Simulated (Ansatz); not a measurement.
Calculated with Ansatz (gas phase, PBE0-D4/def2-TZVP geometries, no zero-point term in ΔE). CCSD(T)/CBS is the MP2 limit (def2-TZVPP, def2-QZVPP) plus CCSD(T) − MP2 in def2-TZVPP, frozen cores. Functionals use def2-TZVPP. Each species was taken in one conformer, which may not be the lowest.

Consider the isomerisation: `C=NBF` → `FB1CN1`.

```
        level  ΔE (eV)
       B97M-V     0.59
   r2SCANh-D4     0.58
   r2SCAN0-D4     0.54
          PBE     0.58
       r2SCAN     0.61
         PBE0     0.51
  HF/def2-SVP     0.84
HF/def2-QZVPP     0.87
```

(1) What does CCSD(T)/CBS give? (Estimate.)

Largest T1 diagnostic among the species: 0.014.

Answers

(1) Computed: +0.63 eV. The listed levels differ from it by -0.04, -0.05, -0.09, -0.05, -0.02, -0.12, 0.21, 0.24 eV.

In def2-TZVPP, CCSD(T) changes the Hartree–Fock value by −0.20 eV (the triples alone add +0.00 eV) and MP2 by −0.31 eV. Leaving LDA and LC-ωPBE aside and taking each functional with its dispersion term where it has one, the values, not all of them listed here, spread over 0.35 eV, from PBE-QIDH to BLYP-D4. LDA lies −0.19 eV from PBE without D4.
